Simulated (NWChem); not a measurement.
# C₂H₃ClOSi; SMILES C#C[Si@@H](O)Cl

```xyz
8

C      0.7812     2.6080    -0.2325
C      0.2994     1.5214     0.0284
Si    -0.4509    -0.0966     0.4340
O     -1.8573    -0.3205    -0.3959
Cl     0.9405    -1.5430    -0.0551
H      1.2117     3.5675    -0.4614
H     -0.7794    -0.2095     1.8685
H     -1.8438    -0.1579    -1.3444
```
Atoms are numbered in this order, from 1.

Computed with NWChem. Coordinates come from a PBE0/def2-SVP optimisation. Level: M06-2X/def2-SVP with SMD (1 M gas to 1 M solution), gas-phase geometry. Reactions with the solvent are ignored.

Q: Estimate the computed values for solvent ethanol. Quantities: solvation free energy (kcal/mol); cavity-dispersion-structure term (kcal/mol); dipole in solution (D).

A: 
```json
{
 "solvation free energy (kcal/mol)": "-6.2",
 "cavity-dispersion-structure term (kcal/mol)": "1.7",
 "dipole in solution (D)": "2.83"
}
```
